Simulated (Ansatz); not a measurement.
A first, cheap relaxation of C2H7NZn, SMILES `NC[CH2][ZnH]`.

```yaml
crystal:
  periodic: [false, false, false]
  atoms:
    - {symbol: N, position_ang: [-1.184000, 0.652500, -0.144000]}
    - {symbol: C, position_ang: [0.191600, 0.591200, -0.435100]}
    - {symbol: C, position_ang: [0.788200, -0.473400, 0.434700]}
    - {symbol: Zn, position_ang: [-0.029300, -1.999200, -0.006600]}
    - {symbol: H, position_ang: [-1.638100, 1.371100, -0.854500]}
    - {symbol: H, position_ang: [-1.350800, 1.137300, 0.792000]}
    - {symbol: H, position_ang: [0.721300, 1.574300, -0.249500]}
    - {symbol: H, position_ang: [0.381300, 0.326000, -1.504900]}
    - {symbol: H, position_ang: [0.750500, -0.167900, 1.560400]}
    - {symbol: H, position_ang: [1.892300, -0.609000, 0.204400]}
    - {symbol: H, position_ang: [-0.457800, -2.459900, 0.223600]}
basis:
  gaussian: {orbitals: def2-SVP}
hamiltonian: {xc: pbe, dispersion: d4}
relax: {f_tol: 0.03, max_steps: 200}
```

```sh
$ ansatz run in.yaml --threads 4 --pin off --events-out ev --progress --plain
```

Shortened log:

```
Functional definition: PBE
mean field -52046.55902809 eV, -1912.6757658576 hartree, gradient 1.8e-5 eV, S^2 0.000000; 0 other end points of the search recorded, 0 dependent functions left out
relax step   1: F+E_penalty+E_count = -52046.78808094 eV  Δ(F+E_penalty+E_count) = +0.000e0 eV  max|allowed force component| = 9.601e1 eV/Å  Δτ_max = 0.0000 Å  (30 SCF iters, accepted)
mean field -52068.94174367 eV, -1913.4983154835 hartree, gradient 8.9e-6 eV, S^2 0.000000; 0 other end points of the search recorded, 0 dependent functions left out
relax step   2: F+E_penalty+E_count = -52069.15777969 eV  Δ(F+E_penalty+E_count) = -2.237e1 eV  max|allowed force component| = 1.924e1 eV/Å  Δτ_max = 0.1947 Å  (33 SCF iters, accepted)
mean field -52072.29044151 eV, -1913.6213778594 hartree, gradient 1.9e-5 eV, S^2 0.000000; 0 other end points of the search recorded, 0 dependent functions left out
relax step   3: F+E_penalty+E_count = -52072.49960454 eV  Δ(F+E_penalty+E_count) = -3.342e0 eV  max|allowed force component| = 1.060e1 eV/Å  Δτ_max = 0.1948 Å  (28 SCF iters, accepted)
mean field -52074.16882038 eV, -1913.6904070097 hartree, gradient 1.3e-5 eV, S^2 0.000000; 0 other end points of the search recorded, 0 dependent functions left out
relax step   4: F+E_penalty+E_count = -52074.37336636 eV  Δ(F+E_penalty+E_count) = -1.874e0 eV  max|allowed force component| = 4.566e0 eV/Å  Δτ_max = 0.1946 Å  (29 SCF iters, accepted)
mean field -52074.93941001 eV, -1913.7187256563 hartree, gradient 6.9e-6 eV, S^2 0.000000; 0 other end points of the search recorded, 0 dependent functions left out
relax step   5: F+E_penalty+E_count = -52075.14084173 eV  Δ(F+E_penalty+E_count) = -7.675e-1 eV  max|allowed force component| = 1.412e0 eV/Å  Δτ_max = 0.1947 Å  (29 SCF iters, accepted)
mean field -52075.21048783 eV, -1913.7286875823 hartree, gradient 2.4e-5 eV, S^2 0.000000; 0 other end points of the search recorded, 0 dependent functions left out
relax step   6: F+E_penalty+E_count = -52075.40992765 eV  Δ(F+E_penalty+E_count) = -2.691e-1 eV  max|allowed force component| = 4.602e-1 eV/Å  Δτ_max = 0.1949 Å  (28 SCF iters, accepted)
mean field -52075.23726938 eV, -1913.7296717861 hartree, gradient 2.1e-5 eV, S^2 0.000000; 0 other end points of the search recorded, 0 dependent functions left out
relax step   7: F+E_penalty+E_count = -52075.43730744 eV  Δ(F+E_penalty+E_count) = -2.738e-2 eV  max|allowed force component| = 3.803e-1 eV/Å  Δτ_max = 0.0794 Å  (28 SCF iters, accepted)
mean field -52075.27173711 eV, -1913.7309384519 hartree, gradient 2.0e-5 eV, S^2 0.000000; 0 other end points of the search recorded, 0 dependent functions left out
relax step   8: F+E_penalty+E_count = -52075.47353669 eV  Δ(F+E_penalty+E_count) = -3.623e-2 eV  max|allowed force component| = 2.655e-1 eV/Å  Δτ_max = 0.1340 Å  (28 SCF iters, accepted)
mean field -52075.26977662 eV, -1913.7308664053 hartree, gradient 2.2e-5 eV, S^2 0.000000; 0 other end points of the search recorded, 0 dependent functions left out
relax step   9: F+E_penalty+E_count = -52075.47327900 eV  Δ(F+E_penalty+E_count) = +2.577e-4 eV  max|allowed force component| = 4.124e-1 eV/Å  Δτ_max = 0.1578 Å  (28 SCF iters, rejected (line search))
mean field -52075.28633269 eV, -1913.7314748293 hartree, gradient 2.1e-5 eV, S^2 0.000000; 0 other end points of the search recorded, 0 dependent functions left out
relax step  10: F+E_penalty+E_count = -52075.48932312 eV  Δ(F+E_penalty+E_count) = -1.579e-2 eV  max|allowed force component| = 7.260e-2 eV/Å  Δτ_max = 0.0753 Å  (28 SCF iters, accepted)
mean field -52075.28944264 eV, -1913.7315891180 hartree, gradient 2.1e-5 eV, S^2 0.000000; 0 other end points of the search recorded, 0 dependent functions left out
relax step  11: F+E_penalty+E_count = -52075.49366872 eV  Δ(F+E_penalty+E_count) = -4.346e-3 eV  max|allowed force component| = 5.320e-2 eV/Å  Δτ_max = 0.0937 Å  (28 SCF iters, accepted)
mean field -52075.22857626 eV, -1913.7293523199 hartree, gradient 2.1e-5 eV, S^2 0.000000; 0 other end points of the search recorded, 0 dependent functions left out
relax step  12: F+E_penalty+E_count = -52075.43244558 eV  Δ(F+E_penalty+E_count) = +6.122e-2 eV  max|allowed force component| = 7.612e-1 eV/Å  Δτ_max = 0.0895 Å  (28 SCF iters, rejected (line search))
mean field -52075.29091028 eV, -1913.7316430529 hartree, gradient 2.2e-5 eV, S^2 0.000000; 0 other end points of the search recorded, 0 dependent functions left out
relax step  13: F+E_penalty+E_count = -52075.49478957 eV  Δ(F+E_penalty+E_count) = -1.121e-3 eV  max|allowed force component| = 2.636e-2 eV/Å  Δτ_max = 0.0323 Å  (29 SCF iters, accepted)
mean field -52075.29091028 eV, -1913.7316430529 hartree, gradient 3.1e-5 eV, S^2 0.000000; 1 other end points of the search recorded, 0 dependent functions left out
Total energy: -52075.49483484 eV, -1913.7391371420 hartree
Atom 0 at    -1.123994     0.484903    -0.223091 Å, force     0.017699    -0.017662     0.002467 eV/Å
Atom 1 at     0.332566     0.753915    -0.376520 Å, force     0.008743    -0.001319    -0.026362 eV/Å
Atom 2 at     1.068113    -0.303372     0.447144 Å, force    -0.003451    -0.007431     0.007272 eV/Å
Atom 3 at    -0.294934    -1.748063     0.259596 Å, force     0.013432     0.018831    -0.002002 eV/Å
Atom 4 at    -1.690501     0.976975    -0.927544 Å, force    -0.017015     0.014882    -0.012939 eV/Å
Atom 5 at    -1.443821     0.839842     0.689232 Å, force    -0.016130     0.007788     0.013218 eV/Å
Atom 6 at     0.599282     1.810722    -0.124632 Å, force    -0.002876     0.000160     0.007207 eV/Å
Atom 7 at     0.569188     0.626009    -1.454904 Å, force    -0.001853    -0.001778     0.011643 eV/Å
Atom 8 at     1.179632     0.013659     1.508309 Å, force    -0.002248    -0.005017    -0.001858 eV/Å
Atom 9 at     2.089096    -0.512185     0.068653 Å, force     0.005306    -0.004451    -0.002285 eV/Å
Atom 10 at    -1.219426    -2.999406     0.154258 Å, force    -0.001606    -0.004004     0.003639 eV/Å
Dipole moment:    -0.120635     0.582369    -0.060856 e Å
```

Run time 25 s (4 threads of a server CPU on a shared host); peak host memory 0.17 GiB.
